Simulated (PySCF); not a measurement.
## Gas-phase XPS of `ClC1[SiH2]C[SiH2]1`, computed

Compound: C2H7ClSi2.
Cartesian coordinates in Å at the PBE0-D3(BJ)/def2-SVP level; atoms count from 1:
```xyz
12
C2H7ClSi2 angstrom
Cl     1.5994   -2.4056    0.3024
C      0.8664   -0.9226   -0.3498
Si     0.9161    0.7119    0.6433
C     -0.8188    1.1281   -0.0207
Si    -1.0346   -0.7212   -0.4145
H      1.2855   -0.7456   -1.3556
H      0.8932    0.4407    2.1100
H      2.0257    1.6587    0.3161
H     -0.7736    1.7414   -0.9356
H     -1.5327    1.5887    0.6766
H     -1.7036   -1.0838   -1.7012
H     -1.6772   -1.4535    0.7152
```

Computed, not measured: PySCF 2.14.0, delta-SCF UKS SCAN, pcX-2 on the ionised atom, pcseg-1 elsewhere, spin-free X2C. Vertical ΔSCF values, vacuum level as zero.

Give the core binding energies atom by atom.

```
atom(s)       bonded to     level  binding energy (eV)  2p1/2 (eV)  above the level's lowest (eV)  count
Si3/Si5     2 C and 2 H  Si 2p3/2               106.80      107.43                           0.00      2
    Cl1               C  Cl 2p3/2               205.66      207.32                           0.00      1
     C4    2 H and 2 Si      C 1s               289.96           –                           0.00      1
     C2  Cl, H and 2 Si      C 1s               291.02           –                          +1.06      1
Si3/Si5     2 C and 2 H     Si 1s              1846.58           –                           0.00      2
    Cl1               C     Cl 1s              2828.26           –                           0.00      1
```

Lowest listed C 1s: C4, bonded to 2 H and 2 Si. Highest, 1.06 eV above it: C2, bonded to Cl, H and 2 Si.

What is the longest wavelength that can ionise C 1s of C2 vertically?

λ = hc/E = 12398.42 eV Å / 291.02 eV = 42.603 Å.

The first atom of each set that the bonding makes equivalent was ionised and stands for the set. The 2p values aren't plain energy differences: one relaxed spin-free 2p hole is combined with a matrix within the shell (ground-state 2p orbital-energy differences and spin–orbit coupling). 2p3/2, the mean of its two sublevels, lies a third of the splitting below the shell's mean and 2p1/2 two thirds above it; the statistical areas are 2:1. 2p1/2 minus 2p3/2 (ligand field included): Cl 1.65 eV, Si 0.62 eV. The structure is a single PBE0-D3(BJ)/def2-SVP conformer in the gas phase; no vibrational or solvent corrections.

The run took 33 s wall on Arm Neoverse V1, one thread, no GPU, shared host with 32 logical CPUs at a one-minute load of 8.9, and the process peaked at 0.56 GiB of memory.
